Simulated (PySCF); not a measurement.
Gas-phase reaction: 2 NH₂ + SiBr₄ → SiH₂Br₂ + 2 HBr + N₂

Energies from PySCF, thermal terms from the rigid-rotor harmonic-oscillator model, ideal gas at 1 bar. 'Table' is the NASA 1993 thermochemical table (part measured, part estimated). † marks an energy on the PBE0/def2-TZVP geometry and frequencies; other levels use their own. MP2 and CCSD(T) freeze the core. 6-31G* has spherical d functions here. Open shells (unrestricted): NH₂ (multiplicity 2); the rest are closed-shell singlets. B3LYP is the form with VWN-RPA correlation. Br: all electrons, no relativistic terms. MP2 isn't extrapolated to the basis-set limit. CCSD(T) isn't extrapolated to the basis-set limit. The table's entry may be an old estimate for NH₂, SiBr₄, SiH₂Br₂ (not checked at source).

```tsv
level	ΔH°(298 K), kJ
table	-226.1
B3LYP/6-31G*	?
BLYP/def2-TZVP†	?
CCSD(T)/def2-SVP†	?
M06-2X/def2-TZVP†	-226.8
MP2/def2-TZVPP†	-243.7
PBE/def2-TZVP†	-219.5
PBE0/def2-TZVP	-191.7
r2SCAN/def2-TZVP†	-174.3
ωB97X-V/def2-TZVP†	?
```

**Question.** What belongs in the gaps?

**Answer.** 
- B3LYP/6-31G*, ΔH°(298 K), kJ: -242.4
- BLYP/def2-TZVP†, ΔH°(298 K), kJ: -259.1
- CCSD(T)/def2-SVP†, ΔH°(298 K), kJ: -284.3
- ωB97X-V/def2-TZVP†, ΔH°(298 K), kJ: -223.6
